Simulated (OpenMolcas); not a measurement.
Cu2+ with 6 ligands (bromide) in octahedral coordination (Oh). A charge of +0.667 e stands 2.8 Å behind each ligand. Ligand basis ANO-RCC-VDZP.

```yaml
Program: OpenMolcas
Method: CASSCF
Basis: ANO-RCC-VTZP [6s5p3d2f1g]
Scalar_Hamiltonian: DKH2, point nucleus
Active_space: 9 electrons in 5 orbitals (3d)
State_averaging: 2S+1 = 2 even, 5 roots
Spin-orbit_coupling: state interaction with AMFI integrals over the reference wave functions
```

All ligands move together. At R = 2.64 Å |10Dq| is 2580 cm-1, and at R = 2.75 Å it is 1923 cm-1.

**Question.** A third run gives 3710 cm-1. What distance was it run at?

**Answer.** With a power law R^-n the two known points give n = -ln(1923 / 2580) / ln(2.75 / 2.64) = 7.20. Then R = 2.64 × (2580 / 3710)^(1/7.20) = 2.510 Å. The run was at 2.51 Å, so the estimate is off by 0 Å.

An orbital doublet at a regular site is open to a Jahn-Teller distortion, which this geometry leaves out. Ligand-to-metal charge-transfer states are missing. With metal d orbitals alone and no dynamic correlation the field as a rule comes out too small, by tens of per cent, by up to half for chloride and softer ligands, and the orbital part of g and χT, which goes as 1/10Dq, too large. No measured value stands beside these numbers; the geometry was imposed, not optimised, and the real ion may take another.
